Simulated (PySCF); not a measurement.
Isomers of C6H8F4, from PBE0-D3(BJ)/def2-SVP geometry optimisation, gas phase in PySCF 2.14.0. One conformer each, no zero-point energy, no frequencies.

Problem. Which is lowest in electronic energy at this level?
A. `[CH3:1][C@:2]1([F:3])[CH2:4][C@@H:5]([C:6]([F:7])([F:8])[F:9])[CH2:10]1` with C1–C2–C4–C5 -99°, C2–C4–C5–C6 -139°, C4–C5–C10–C2 18°, C1–C2–C10–C5 99°: A = 2750, B = 748.8, C = 734.5 MHz, dipole 2.38 D
B. `[F:1][CH2:2][C@@H:3]1[CH2:4][CH2:5][C@H:6]1[C:7]([F:8])([F:9])[F:10]` with F1–C2–C3–C4 51°, C2–C3–C4–C5 -139°, C3–C4–C5–C6 18°, C4–C5–C6–C7 -139°, C2–C3–C6–C5 140°: A = 2025, B = 940.0, C = 794.5 MHz, dipole 2.01 D
C. `[CH3:1]/[CH:2]=[C:3](/[CH2:4][F:5])[CH2:6][C:7]([F:8])([F:9])[F:10]` with C2–C3–C4–F5 128°, C2–C3–C6–C7 90°: A = 1489, B = 1056, C = 726.9 MHz, dipole 2.30 D

Solution. A. That is `C[C@]1(F)C[C@@H](C(F)(F)F)C1`, 5.6 kcal/mol below the next.

```csv
SMILES,mapped SMILES,E (Eh),relative (kcal/mol),relative (kJ/mol),dipole (D)
C[C@]1(F)C[C@@H](C(F)(F)F)C1,[CH3:1][C@:2]1([F:3])[CH2:4][C@@H:5]([C:6]([F:7])([F:8])[F:9])[CH2:10]1,-631.72071,0.0,0.0,2.38
FC[C@@H]1CC[C@H]1C(F)(F)F,[F:1][CH2:2][C@@H:3]1[CH2:4][CH2:5][C@H:6]1[C:7]([F:8])([F:9])[F:10],-631.71177,5.6,23.5,2.01
C/C=C(/CF)CC(F)(F)F,[CH3:1]/[CH:2]=[C:3](/[CH2:4][F:5])[CH2:6][C:7]([F:8])([F:9])[F:10],-631.70815,7.9,33.0,2.30
```

As drawn, the lowest has a four-membered ring, which the highest lacks; the highest has a C=C bond outside aromatic rings, which the lowest lacks.
